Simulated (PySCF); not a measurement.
Ligands exchanged one at a time, Sn F-OH. Gas-phase values, no solvent. One relaxed conformer stands for each flexible species; it need not be the lowest. Strings in code marks are SMILES.

All values below come from PySCF with B3LYP-D3(BJ)/def2-TZVP. B3LYP has the VWN-RPA correlation part, as in Gaussian. Excitations are Tamm–Dancoff values on a coarser integration grid. The basis has no diffuse functions, so Rydberg states are missing or too high.

```
species                                               LUMO (eV)  T1 excitation (TDA) (eV)
----------------------------------------------------  ---------  ------------------------
0 of 4 F replaced by OH                                   -4.18                         –
1 of 4 F replaced by OH                                   -3.58                      4.75
2 of 4 F replaced by OH                                       …                      4.93
3 of 4 F replaced by OH (`[OH][Sn]([OH])([F])[OH]`)       -2.56                         …
4 of 4 F replaced by OH (`[OH][Sn]([OH])([OH])[OH]`)      -2.14                         –
```

Q: Some entries are withheld; supply them.

A: 
- 2 of 4 F replaced by OH, LUMO (eV): -3.03
- 3 of 4 F replaced by OH (`[OH][Sn]([OH])([F])[OH]`), T1 excitation (TDA) (eV): 5.00
